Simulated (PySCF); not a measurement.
# Optical rotation: C$_{4}$H$_{10}$AsB$_{2}$N

Geometry (Å), atoms numbered from 1 in this order:
```xyz
18

C    -3.1707   -0.5484    0.0904
C    -2.3160   -0.1799   -0.6762
B    -1.2789    0.2093   -1.7123
N     0.0694    0.4457   -1.3812
B     0.7585    0.4967   -0.1327
C     2.3453    0.5566   -0.1567
C    -0.0016    0.4921    1.2315
As   -0.2949   -1.3976    1.8106
H    -3.9291   -0.8522    0.7556
H    -1.6096    0.2659   -2.8410
H     0.6743    0.5745   -2.1817
H     2.7867    0.1493    0.7520
H     2.6802    1.5926   -0.2259
H     2.7811    0.0298   -1.0054
H    -0.9883    0.9562    1.1993
H     0.5614    0.9609    2.0435
H     1.1725   -1.7147    1.9674
H    -0.2490   -2.0305    0.4511
```

The calculation used TDDFT LC-wPBE/def2-SVPD circular dichroism and optical rotation, one conformer, gas phase (PySCF). Geometry: GFN2-xTB.

The bonding changed while the geometry was optimised; results refer to the coordinates, not to the name. The molecule is flexible and this is one conformer; a measurement averages over conformers. The calculation is non-relativistic, which matters for the atoms heavier than Zn.

Stereocentres: B3 S.

Give the optical rotatory dispersion at 633, 589.3, 546, 436, 405, 365, 355 nm.

[α] in deg dm⁻¹ (g/mL)⁻¹:
| λ (nm) | origin-invariant length gauge | modified velocity gauge | length gauge (centre of mass) | isotropic polarisability (au) |
| --- | --- | --- | --- | --- |
| 633 | +519.5 | +515.4 | +519.6 | 110.7 |
| 589.3 | +620.3 | +615.4 | +620.4 | 111.3 |
| 546 | +754.5 | +748.6 | +754.6 | 111.9 |
| 436 | +1422.8 | +1411.8 | +1422.8 | 114.8 |
| 405 | +1798.6 | +1785.0 | +1798.6 | 116.1 |
| 365 | +2589.4 | +2570.2 | +2589.2 | 118.6 |
| 355 | +2878.8 | +2857.7 | +2878.6 | 119.3 |

And for the mirror image at 589.3 nm?

-620.3 deg dm⁻¹ (g/mL)⁻¹ (origin-invariant length gauge): the same size and the opposite sign.

What is the molar rotation [Φ] = [α]·M/100 of the geometry above at 589.3 nm?

With M = 168.67 g/mol, +1046.2 deg cm² dmol⁻¹ (origin-invariant length gauge).

The first excitation lies at 5.06 eV (245 nm) with R = +6.3 × 10⁻⁴⁰ esu² cm² (velocity form).
